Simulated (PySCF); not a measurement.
## Simulated absorption spectrum

Phenylhydrazine, C6H8N2.
Structure used (GFN2-xTB), in Å, numbered top down from 1:
```xyz
16
C6H8N2 angstrom
N     -2.734   -0.666   -0.477
N     -1.891    0.388   -0.082
C     -0.518    0.254    0.004
C      0.095   -0.994    0.124
C      1.466   -1.086    0.269
C      2.250    0.053    0.300
C      1.647    1.296    0.186
C      0.281    1.400    0.034
H     -2.841   -1.318    0.297
H     -2.349   -1.176   -1.274
H     -2.222    1.282   -0.422
H     -0.499   -1.897    0.110
H      1.924   -2.061    0.358
H      3.321   -0.025    0.413
H      2.251    2.192    0.209
H     -0.188    2.369   -0.059
```

Computed, not measured: TDDFT wB97X-D/def2-SVPD, vertical, gas phase, core orbitals frozen in the response (PySCF 2.14.0, density-fitted response routines).

Computed states:

```csv
state,E (eV),f
S1,4.90,0.044
S2,5.68,0.180
S3,6.10,0.0040
S4,6.54,0.0065
S5,6.86,0.280
S6,6.91,0.447
S7,6.95,0.112
S8,7.40,0.015
```

Broadening: Gaussians 0.4 eV wide at half height, area fixed by f = 4.319×10⁻⁹ ∫ε dν̃. The width is an assumption, not a result. The curve ends short of the highest state used, and states not computed would add to its high-energy end.

Q: Give the broadened spectrum and its maxima.

A: 
```json
{"λ (nm)": "182.3", "ε (L mol⁻¹ cm⁻¹)": "47432"}
{"λ (nm)": "184.7", "ε (L mol⁻¹ cm⁻¹)": "31215"}
{"λ (nm)": "187.2", "ε (L mol⁻¹ cm⁻¹)": "15791"}
{"λ (nm)": "189.6", "ε (L mol⁻¹ cm⁻¹)": "6725"}
{"λ (nm)": "192.1", "ε (L mol⁻¹ cm⁻¹)": "2398"}
{"λ (nm)": "194.6", "ε (L mol⁻¹ cm⁻¹)": "854"}
{"λ (nm)": "197.0", "ε (L mol⁻¹ cm⁻¹)": "426"}
{"λ (nm)": "199.5", "ε (L mol⁻¹ cm⁻¹)": "392"}
{"λ (nm)": "201.9", "ε (L mol⁻¹ cm⁻¹)": "610"}
{"λ (nm)": "204.4", "ε (L mol⁻¹ cm⁻¹)": "1226"}
{"λ (nm)": "206.9", "ε (L mol⁻¹ cm⁻¹)": "2520"}
{"λ (nm)": "209.3", "ε (L mol⁻¹ cm⁻¹)": "4585"}
{"λ (nm)": "211.8", "ε (L mol⁻¹ cm⁻¹)": "7395"}
{"λ (nm)": "214.2", "ε (L mol⁻¹ cm⁻¹)": "10056"}
{"λ (nm)": "216.7", "ε (L mol⁻¹ cm⁻¹)": "11859"}
{"λ (nm)": "219.2", "ε (L mol⁻¹ cm⁻¹)": "12024"}
{"λ (nm)": "221.6", "ε (L mol⁻¹ cm⁻¹)": "10658"}
{"λ (nm)": "224.1", "ε (L mol⁻¹ cm⁻¹)": "8250"}
{"λ (nm)": "226.5", "ε (L mol⁻¹ cm⁻¹)": "5743"}
{"λ (nm)": "229.0", "ε (L mol⁻¹ cm⁻¹)": "3533"}
{"λ (nm)": "231.4", "ε (L mol⁻¹ cm⁻¹)": "2050"}
{"λ (nm)": "233.9", "ε (L mol⁻¹ cm⁻¹)": "1170"}
{"λ (nm)": "236.4", "ε (L mol⁻¹ cm⁻¹)": "837"}
{"λ (nm)": "238.8", "ε (L mol⁻¹ cm⁻¹)": "892"}
{"λ (nm)": "241.3", "ε (L mol⁻¹ cm⁻¹)": "1213"}
{"λ (nm)": "243.7", "ε (L mol⁻¹ cm⁻¹)": "1671"}
{"λ (nm)": "246.2", "ε (L mol⁻¹ cm⁻¹)": "2186"}
{"λ (nm)": "248.7", "ε (L mol⁻¹ cm⁻¹)": "2624"}
{"λ (nm)": "251.1", "ε (L mol⁻¹ cm⁻¹)": "2880"}
{"λ (nm)": "253.6", "ε (L mol⁻¹ cm⁻¹)": "2921"}
{"λ (nm)": "256.0", "ε (L mol⁻¹ cm⁻¹)": "2746"}
{"λ (nm)": "258.5", "ε (L mol⁻¹ cm⁻¹)": "2392"}
{"λ (nm)": "261.0", "ε (L mol⁻¹ cm⁻¹)": "1940"}
{"λ (nm)": "263.4", "ε (L mol⁻¹ cm⁻¹)": "1490"}
{"λ (nm)": "265.9", "ε (L mol⁻¹ cm⁻¹)": "1063"}
{"λ (nm)": "268.3", "ε (L mol⁻¹ cm⁻¹)": "727"}
{"λ (nm)": "270.8", "ε (L mol⁻¹ cm⁻¹)": "463"}
{"λ (nm)": "273.3", "ε (L mol⁻¹ cm⁻¹)": "280"}
{"λ (nm)": "275.7", "ε (L mol⁻¹ cm⁻¹)": "165"}
{"λ (nm)": "278.2", "ε (L mol⁻¹ cm⁻¹)": "90"}
{"λ (nm)": "280.6", "ε (L mol⁻¹ cm⁻¹)": "49"}
{"λ (nm)": "283.1", "ε (L mol⁻¹ cm⁻¹)": "25"}
{"λ (nm)": "285.6", "ε (L mol⁻¹ cm⁻¹)": "12"}
{"λ (nm)": "288.0", "ε (L mol⁻¹ cm⁻¹)": "6"}
```

Maxima: 253 nm (4.90 eV), ε about 2900, made up of S1 (100%); 218 nm (5.68 eV), ε about 12000, made up of S2 (100%) (ε in L mol⁻¹ cm⁻¹; maxima over ε = 5, shares over 10%). At its high-energy end, 6.80 eV, the curve is still rising (ε about 47000, from S5, S6 and S7).

Q: Coming from long wavelengths, where does ε first pass 100 L mol⁻¹ cm⁻¹?

A: At about 278 nm (4.46 eV), 0.44 eV below S1.

Q: What would ε be at 5.68 eV, the highest of these maxima, with half the width (0.2 eV)?

A: About 24300 L mol⁻¹ cm⁻¹ against 12200, a factor of about 2.00; a lone state at its own centre would give exactly 2.

Q: Does any computed singlet lie in the visible range?

A: No computed singlet lies in the visible range (380 to 750 nm); the lowest, at 253 nm, stands 1.64 eV above its violet end (3.26 eV).

One conformer stands for the species.
